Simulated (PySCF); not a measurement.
C₇H₅O₃ (doublet state).
Numbering: `[O:1]=[C:2]([OH:3])[C:4]#[C:5][C:6]1=[CH:7][CH:8][CH2:9][O:10]1` (hydrogens: H11 on O3; H12 on C7; H13 on C8; H14, H15 on C9)

Geometry (GFN2-xTB, Å), atoms numbered from 1 in this order:
```
atom  x, y, z in Å
O1     4.1317    0.8332   -0.2744
C2     3.4379   -0.1585   -0.2493
O3     3.9395   -1.4079   -0.3436
C4     2.0255   -0.1512   -0.1193
C5     0.8149   -0.0513   -0.0045
C6    -0.5447    0.0593    0.1250
C7    -1.3115    1.2463    0.2437
C8    -2.6121    0.8909    0.3492
C9    -2.6875   -0.5987    0.2953
O10   -1.3498   -1.0369    0.1539
H11    4.9033   -1.3581   -0.4297
H12   -0.8888    2.2315    0.2445
H13   -3.4732    1.5191    0.4519
H14   -3.2766   -0.9679   -0.5566
H15   -3.1130   -1.0418    1.2072
```

The hyperfine couplings belong to this conformer and change with its torsions.

Computed, not measured: UKS B3LYP, pcH-1 on C H O, non-relativistic, mean-field spin-orbit, GIAO in PySCF 2.14.0. The structure is a single GFN2-xTB conformer in the gas phase; no vibrational or solvent corrections. Couplings are sensitive to structure, and on GFN2-xTB geometries they can be far from those on DFT ones. Stability of the SCF solution: not tested.

Task: What is the g tensor, term by term?

Result: 
```csv
Δg (ppm),1,2,3
relativistic mass correction,-195,-195,-195
gauge correction,-7,43,38
orbital Zeeman/spin–orbit,-23,1818,2455
total,-225,1666,2298
```

So g = 2.00209, 2.00399, 2.00462 and g_iso = 2.00357; the tensor is rhombic: the two nearest values differ by 25 % of g3 − g1. Axes: g3 points within 14° of the C4–C5 bond.

Task: What are the electron Larmor frequencies g μB B/h along the three axes at 3350 mT?

Result: 93.8730, 93.9617, 93.9913 GHz for g1, g2 and g3, a range of 118.3 MHz.

Task: At 93.985 GHz, how far is the centre of the isotropic spectrum from where a free electron (g = 2.002319) resonates?

Result: B = hν/(g μB) with μB/h = 13.99624 MHz/mT gives 3353.62 mT for the free electron and 3351.53 mT at g_iso, 2.09 mT lower.

Task: How much does each term add to the isotropic shift?

Result: The orbital-Zeeman/spin–orbit term 1416, the mass correction -195 and the gauge correction 25 ppm, for a total of 1246 ppm. The orbital-Zeeman/spin–orbit term is the largest in size. The mass correction is the same along every axis, so the anisotropy comes from the other two: their spans along these axes are 50 (gauge) and 2478 ppm (orbital Zeeman/spin–orbit).

Task: In a frozen sample, at which fields do the three g values resonate at 9.5, 34, 94 and 263 GHz (hyperfine left aside), and which band first spreads them over more than twice a line width of 0.5 mT?

Result: 
| band | GHz | B(g3) mT | B(g2) mT | B(g1) mT | spread mT |
| --- | --- | --- | --- | --- | --- |
| X | 9.5 | 338.60 | 338.70 | 339.02 | 0.43 |
| Q | 34.0 | 1211.81 | 1212.20 | 1213.34 | 1.53 |
| W | 94.0 | 3350.31 | 3351.37 | 3354.53 | 4.22 |
| J | 263.0 | 9373.74 | 9376.69 | 9385.55 | 11.81 |

The spread grows in proportion to the frequency. Q band is the first where it exceeds 1.0 mT.

Largest spin populations (Mulliken): C6 (+0.41), C8 (+0.36), C4 (+0.32) and C7 (-0.17). Three atoms exceed +0.15. The positive populations add up to 1.38 and the negative ones to -0.38, together 2S = 1.

The HOMO–LUMO gaps are 3.93 eV among the α and 4.60 eV among the β orbitals.
